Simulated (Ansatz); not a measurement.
CH₄InN, SMILES `C=[N][InH2]` at its PBE0-D4/def2-TZVP geometry, where that method's forces vanish. Total charge 0; spin multiplicity 1. In takes the def2 core potential.

```xyz
7

C    -0.0696   -1.2845    0.6180
N     0.7924   -0.6286   -0.0249
In    0.2226    1.2719   -0.6728
H     0.1682   -2.2950    0.9882
H    -1.0929   -0.9435    0.8666
H    -1.3957    1.6916   -0.2271
H     1.3750    2.1882   -1.5481
```

Problem. What forces (eV/Å) does PBE-D4/def2-TZVPP give on these atoms in the Gaussian-basis code of Ansatz? (An estimate is asked.)

Solution. Computed: 
```
C1  -0.390 -0.234  0.262
N2   0.691  0.070 -0.306
In3 -0.041  0.231 -0.090
H4   0.057 -0.235  0.086
H5  -0.259  0.056  0.077
H6  -0.164  0.033  0.049
H7   0.107  0.078 -0.078
```
